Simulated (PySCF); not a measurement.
A side-by-side comparison of computed properties.

First species: C2H13N3OSi3.
Structure used (GFN2-xTB), in Å, numbered top down from 1:
```xyz
22
C2H13N3OSi3 angstrom
O     -2.5813    1.4110   -0.6546
Si    -1.2526    1.4561    0.2864
N     -1.1500    0.0286    1.2474
C     -1.3580   -1.2899    0.6881
C     -0.3360   -1.6933   -0.3785
Si     1.4707   -1.5462    0.1862
N      2.2100   -0.1046   -0.4287
Si     1.6984    1.5508   -0.6084
N      0.0067    1.6982   -0.8714
H     -3.4166    1.2171   -0.2411
H     -1.3070    2.5438    1.2625
H     -0.3827    0.0229    1.9012
H     -2.3600   -1.2973    0.2466
H     -1.3448   -2.0202    1.5045
H     -0.4883   -1.0615   -1.2528
H     -0.5507   -2.7189   -0.6835
H      2.2673   -2.6525   -0.3675
H      1.5499   -1.6181    1.6598
H      3.2108   -0.1948   -0.5060
H      2.3677    2.0711   -1.8034
H      2.0326    2.2934    0.6149
H     -0.2966    1.9236   -1.8024
```

Second species: CH8Cl2OSi4.
Cartesian coordinates in Å at the GFN2-xTB level; atoms count from 1:
```
atom  x, y, z in Å
C1     2.3500   -0.9954   -0.4834
Si2    1.2107    0.0474    0.6206
O3     0.5390    1.2046   -0.3542
Si4   -0.9059    1.6306   -0.9665
Cl5   -0.6940    1.4838   -2.9730
Cl6   -1.0985    3.5897   -0.5068
Si7   -2.3323    0.1266    0.0761
Si8   -0.7276   -1.0357    1.3459
H9     3.0656   -0.3743   -1.0160
H10    2.9095   -1.7144    0.1071
H11    1.7829   -1.5491   -1.2281
H12    1.9937    0.8681    1.5488
H13   -3.3783    0.8278    0.8340
H14   -3.0686   -0.6734   -0.9141
H15   -0.9461   -0.9393    2.7986
H16   -0.7078   -2.4879    1.0998
```

Levels: PBE0/pcSseg-1 for HOMO energy, LUMO energy and HOMO–LUMO gap. Geometries: GFN2-xTB. Each species is one conformer at its optimised geometry, gas phase, non-relativistic unless stated. Electronic properties by PySCF.

Values for the first species:

| Item | Value |
| --- | --- |
| HOMO energy | -6.99 eV |
| LUMO energy | 0.59 eV |
| HOMO–LUMO gap | 7.58 eV |

Problem. Estimate the same properties for the second species, and the change in each.

Solution. 
```tsv
property	first	second	second less first
HOMO energy	-6.99 eV	-8.01 eV	-1.02 eV
LUMO energy	0.59 eV	-1.23 eV	-1.82 eV
HOMO–LUMO gap	7.58 eV	6.78 eV	-0.80 eV
```

